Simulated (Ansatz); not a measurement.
ScF3: single points at one geometry.

```yaml
crystal:
  periodic: [false, false, false]
  atoms:
    - {symbol: Sc, position_ang: [0.002494, 0.001515, -0.000585]}
    - {symbol: F, position_ang: [0.669330, -0.503542, 1.635529]}
    - {symbol: F, position_ang: [0.293550, -1.053533, -1.476672]}
    - {symbol: F, position_ang: [-0.965364, 1.555570, -0.158262]}
basis:
  gaussian: {orbitals: def2-TZVP, initial_orbitals: start.molden}
hamiltonian: {xc: {text: "exchange = 0.95*pbe_x + 0.05*exact_x\ncorrelation = pbe_c"}}
scf: {omitted_lower_state_checks: [starts]}
output: {orbitals: {seedname: orbitals}}
```

The file start.molden holds the orbitals of an earlier run on this structure, at another level or in another basis.

```sh
$ ansatz run in.yaml --threads 4 --pin off --events-out ev --progress --plain --max-ram 3916MiB
```

It prints (some lines left out):

```
Functional definition: unnamed
916 factors; their error is unknown
mean field evaluation 1: about -28847.7528 eV, gradient 8.8e0 eV
mean field evaluation 2: about -28847.8723 eV, gradient 2.1e-1 eV
mean field evaluation 4: about -28847.8673 eV, gradient 8.2e-2 eV
mean field -28847.86730941 eV, -1060.1395698340 hartree, gradient 2.9e-5 eV, S^2 0.000000; 0 other end points of the search recorded, 0 dependent functions left out
reference -28847.86737979 eV, -1060.1395724205 hartree; 24, 24 occupied and 114, 114 virtual orbitals, 916 factors
Total energy: -28847.86737979 eV, -1060.1395724205 hartree
Checks for a lower state left out: starts
```

Run time 1.2 s (4 threads of Arm Neoverse V1 on a shared host).

First input, but with `hamiltonian: {xc: lda}` (abridged; 0.55 s):

```
Functional definition: SPW92
mean field -28757.08542176 eV, -1056.8033969971 hartree, gradient 2.7e-5 eV, S^2 0.000000
Total energy: -28757.08549099 eV, -1056.8033995412 hartree
Checks for a lower state left out: starts
```

The first input with `hamiltonian: {xc: {text: "exchange = 0.50*pbe_x + 0.50*exact_x\ncorrelation = pbe_c"}}` (abridged; 1.3 s):

```
Functional definition: unnamed
mean field -28849.15359935 eV, -1060.1868401173 hartree, gradient 6.3e-5 eV, S^2 0.000000
Total energy: -28849.15363301 eV, -1060.1868413543 hartree
Checks for a lower state left out: starts
```

As the first input, with `hamiltonian: {xc: {name: CAM-B3LYP}, dispersion: d4}` (abridged; 1.4 s):

```
Functional definition: CAM-B3LYP
mean field -28860.44656480 eV, -1060.6018489432 hartree, gradient 6.4e-5 eV, S^2 0.000000
Total energy: -28860.48896242 eV, -1060.6034070268 hartree
Checks for a lower state left out: starts
```

As the first input, with `hamiltonian: {xc: {name: B3LYP}, dispersion: d4}` (abridged; 1.2 s):

```
Functional definition: B3LYP
mean field -28861.82676849 eV, -1060.6525704933 hartree, gradient 4.8e-5 eV, S^2 0.000000
Total energy: -28861.90612388 eV, -1060.6554867499 hartree
Checks for a lower state left out: starts
```

The first input with `hamiltonian: {xc: pbe, dispersion: d4}`, `output: {forces: true, orbitals: {seedname: orbitals}}` (abridged; 1.2 s):

```
Functional definition: PBE
mean field -28847.79955775 eV, -1060.1370800065 hartree, gradient 2.4e-5 eV, S^2 0.000000
Total energy: -28847.84842401 eV, -1060.1388758086 hartree
Atom 0 force     0.000532     0.000394    -0.000211 eV/Å
Atom 1 force     0.124596    -0.093763     0.304617 eV/Å
Atom 2 force     0.054499    -0.195951    -0.274856 eV/Å
Atom 3 force    -0.179628     0.289321    -0.029550 eV/Å
Dipole moment:     0.005573     0.003358    -0.001290 e Å
Checks for a lower state left out: starts
```

As the first input, with `hamiltonian: {xc: {name: wB97X-V}}` (abridged; 3.5 s):

```
Functional definition: wB97X-V
mean field -28855.53648425 eV, -1060.4214068109 hartree, gradient 8.2e-6 eV, S^2 0.000000
Total energy: -28855.53648073 eV, -1060.4214066819 hartree
Checks for a lower state left out: starts
```

Geometry: PBE0-D4/def2-TZVP.

B3LYP takes the VWN-RPA correlation. The structure comes from a short search, and lower isomers may exist.
